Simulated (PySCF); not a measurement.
A GIAO shielding run with PySCF 2.14 (density fitting, non-relativistic, gas phase) on `C(F)(F)(F)[C@H]1CCCS1`, C$_{5}$H$_{7}$F$_{3}$S:

```
$ OMP_NUM_THREADS=1 python probes_run.py task.json out

{"job": {"kind": "nmr", "xc": "PBE0", "basis": "pcSseg-1"}, "charge": 0, "multiplicity": 1}
F      1.438211    -1.179253     1.419726
C      1.914114    -0.267044     0.564774
F      2.599057    -0.956239    -0.370958
F      2.819273     0.456122     1.232148
C      0.840071     0.599271    -0.079173
C     -0.195777    -0.228156    -0.838646
C     -1.284168    -0.612166     0.160070
C     -1.639908     0.660253     0.908487
S     -0.059705     1.532136     1.217050
H      1.365890     1.310124    -0.720656
H     -0.623157     0.386575    -1.632473
H      0.268649    -1.104916    -1.291160
H     -0.908601    -1.362776     0.856045
H     -2.159073    -1.018358    -0.347612
H     -2.268514     1.319357     0.309869
H     -2.113962     0.474016     1.868582
```

Hardware: 1 thread of an Arm Neoverse V1, shared host. The job also computes population analyses, field gradients, ring-centre shieldings.

(1) How large is the calculation?

(2) How long does it take, and how much memory does it need?

## Answers

(1) 80 electrons, 195 basis functions and 1033 auxiliary functions.

(2) 32 s of wall time, with 14 SCF cycles and 5 response iterations; peak memory 0.85 GiB. Times on a shared host scatter by some tens of per cent.
